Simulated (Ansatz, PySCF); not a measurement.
This Ansatz (a program for electronic structure) input computes a BLYP/def2-TZVPD energy:

Ansatz 0.2 input:
```yaml
crystal:
  periodic: [false, false, false]
  atoms:
    - {symbol: Ge, position_ang: [0.45031041, 0.44393230, -0.32386016]}
    - {symbol: O, position_ang: [-0.85024685, 1.29591660, -0.93438139]}
    - {symbol: Cl, position_ang: [-0.44752695, -1.44548037, 1.04932800]}
basis:
  gaussian:
    orbitals: def2-TZVPD
hamiltonian:
  xc: {name: BLYP}
total_charge: -1
output: {forces: true}
```

Task: Write an input for the same energy in PySCF and say what it gives.

Result: 
```python
from pyscf import gto, scf, dft

mol = gto.M(
    atom='''
    Ge    0.45031041    0.44393230   -0.32386016
    O    -0.85024685    1.29591660   -0.93438139
    Cl   -0.44752695   -1.44548037    1.04932800
    ''',
    basis='def2-tzvpd',
    charge=-1,
    spin=0,
    verbose=4,
)

mf = dft.RKS(mol, xc='blyp').density_fit(auxbasis='def2-universal-jkfit')
mf.grids.level = 3
mf.conv_tol = 1e-9
mf.max_cycle = 100
mf.max_memory = 1500
mf.kernel()
if not mf.converged:
    mf = mf.newton()
    mf.kernel(mf.make_rdm1())
mf.analyze()
```
It gives -2612.66315 Eh, and Ansatz -2612.66310 Eh, a difference of 0.05 mEh, from the treatment of integrals and grids.
